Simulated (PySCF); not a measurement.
## Bond length, frequency and bond energy of SrO by level of theory

State: ¹Σ⁺ (singlet), closed shell. Set-up: basis Sr def2-SVPD with ECP28, O def2-SVPD; scalar-relativistic core potentials; PySCF 2.14. De refers to Sr + O in their high-spin ground configurations, without counterpoise correction. A positive dipole means Sr(−)O(+). Levels whose curve was spin-contaminated or gave no clean fit are not listed.

```
      Level  Re (Å)  ωe (cm⁻¹)  De (eV)   μ (D)
        RHF   1.968        729    0.356  -11.56
    RHF-MP2   2.012        618     4.35     n/a
RHF-SCS-MP2   2.010        626     3.97     n/a
   RHF-CCSD   2.000        649     3.22     n/a
        PBE   1.983        651     4.77   -8.01
       BLYP   2.002        631     4.53   -8.05
       TPSS   1.987        660     4.54   -8.21
     r²SCAN   1.973        682     4.51   -8.49
       PBE0   1.959        696     3.97   -9.03
       MN15   1.959        704     3.56   -9.53
  CAM-B3LYP   1.962        698     3.88   -9.74
```

**Question.** What does a quarter of exact exchange do here, going from PBE to PBE0?

**Answer.** PBE0 less PBE: -2.4 pm in Re, +6.9 % in ωe, -0.80 eV in De. Exact exchange removes part of the self-interaction that spreads semilocal densities, and in most molecules shortens and stiffens the bond and lowers De; so it does here.

**Question.** What does the step from GGA to meta-GGA do here, going from PBE to r²SCAN?

**Answer.** r²SCAN less PBE: -1.0 pm in Re, +4.8 % in ωe, -0.26 eV in De. 

**Question.** What does second-order correlation do here, going from RHF to RHF-MP2?

**Answer.** RHF-MP2 less RHF: +4.4 pm in Re, -15.2 % in ωe, +3.99 eV in De. Correlation nearly always deepens the well. The bond lengthens, as in strong covalent bonds, where excitations into antibonding orbitals dominate.

Correlated steps freeze 1 core orbital. Correlated levels converge slowly with the basis: in double zeta they bind strong bonds too weakly, by up to about 1 eV, and carry superposition errors of some tenths. Where the molecule has an RHF reference, its open-shell atoms are computed with UHF. The CCSD T1 diagnostic is raised, a sign that a single reference may not be enough here.
